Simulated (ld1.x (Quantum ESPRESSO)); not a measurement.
Logarithmic derivatives: Zr, TM

Zr, norm-conserving Troullier–Martins (Kleinman–Bylander form), made with ld1.x (Quantum ESPRESSO) 7.5 (BLYP, fully relativistic). Core [Ar] 3d10, reference 4s2 4p6 4d2 5s1 5p1. Waves: 4s (bound): rc 1.95 bohr; 4p (bound): rc 1.95 bohr; 4d (bound): rc 2.00 bohr. Local part: all-electron potential smoothed inside 1.55 bohr (lloc = -1). Core correction: none.

Open shells are filled in proportion to 2j + 1 (rel_dist='average').

Occupied shells without a wave of their own: 5p, 5s. They enter only through the test configuration that unscreens the potential.

The phase is arctan(r·u′/u) with u = r·R(r), unwrapped; energies in Ry, scanned from -6 to 5 Ry. A pole is an energy at which the radial function vanishes at the test radius. The pseudo phase is shifted by a multiple of π to meet the all-electron one at the reference energy, and phase errors are pseudo minus all-electron; the curves can meet again beyond the range given. Levels narrower than the energy grid can be missing from the lists of poles.

```tsv
channel	radius (bohr)	reference energy (Ry)	poles, all-electron	poles, pseudo	unbroken range about the reference energy with phases within 0.05 rad	phase error 1 Ry above the reference energy (rad)
s	2.21	-4.08	-3.78	-3.78, 2.22	below -0.9	-0.003
p1/2	2.21	-2.55	-2.03	-2.04	below 1.2	-0.001
p3/2	2.21	-2.42	-1.85	-1.85	below 1.3	-0.002
d3/2	2.21	-0.34	1.09	1.09	below 4.4	-0.001
d5/2	2.21	-0.33	1.13	1.12	below 4.4	-0.001
```

The potential misses its own reference levels by up to 0.7 eV.

Phases in the d3/2 channel:

| E (Ry) | all-electron | pseudo |
| --- | --- | --- |
| -6.00 | 1.376 | 1.376 |
| -5.48 | 1.365 | 1.365 |
| -4.96 | 1.353 | 1.353 |
| -4.44 | 1.338 | 1.338 |
| -3.92 | 1.319 | 1.319 |
| -3.40 | 1.294 | 1.294 |
| -2.88 | 1.261 | 1.261 |
| -2.36 | 1.211 | 1.211 |
| -1.84 | 1.129 | 1.128 |
| -1.32 | 0.960 | 0.959 |
| -0.80 | 0.463 | 0.463 |
| -0.28 | -0.750 | -0.750 |
| 0.24 | -1.311 | -1.312 |
| 0.76 | -1.502 | -1.502 |
| 1.28 | -1.601 | -1.602 |
| 1.80 | -1.671 | -1.673 |
| 2.32 | -1.733 | -1.736 |
| 2.84 | -1.799 | -1.804 |
| 3.36 | -1.885 | -1.894 |
| 3.88 | -2.017 | -2.036 |
| 4.40 | -2.270 | -2.320 |
| 4.92 | -2.851 | -2.981 |
